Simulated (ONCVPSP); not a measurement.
## Configuration tests for Fe (ONCV)

ONCVPSP 4.0.1 input, shortened (lines: element, Z, core and valence counts, functional; n l f; lmax; l rc ep ncon nbas qcut; lloc lpopt rc5 dvloc0; l nproj debl; icmod fcfact rcfact), PBE, non-relativistic:

```
  Fe 26.00    5    2        4      upf
    1    0    2.00
    2    0    2.00
    2    1    6.00
    3    0    2.00
    3    1    6.00
    3    2    6.00
    4    0    1.50
    2
    0    2.50    0.00    4    7    2.70
    1    1.90    0.19    3    6    4.50
    2    1.90    0.00    4    9    8.80
    1    5    1.90    0.00
    0    3    3.30
    1    0    3.10
    2    2    0.80
    2    0.55    0.75
```

Energies are relative to the spin-unpolarised reference configuration 3d6 4s1.5; without spin polarisation the order of configurations can differ from experiment.

```
valence configuration  charge  ΔE all-electron (eV)  error AE − PS (meV)
              3d6 4s2       0                -3.429                 -0.2
              3d6 4s1      +1                 5.171                 -0.3
```

(1) What are ΔE and the potential's error for 3d6 4s0?

(2) What are ΔE and the potential's error for 3d7 4s1?

Levels in the configuration 3d7 4s1:

```json
{"level": "3d", "all-electron (eV)": "-3.930", "pseudo (eV)": "-3.904"}
{"level": "4s", "all-electron (eV)": "-4.134", "pseudo (eV)": "-4.145"}
```

Answers

(1) ΔE = 21.164 eV all-electron; the error (AE − PS) is -4.5 meV.

(2) ΔE = -4.517 eV all-electron; the error (AE − PS) is -20 meV.
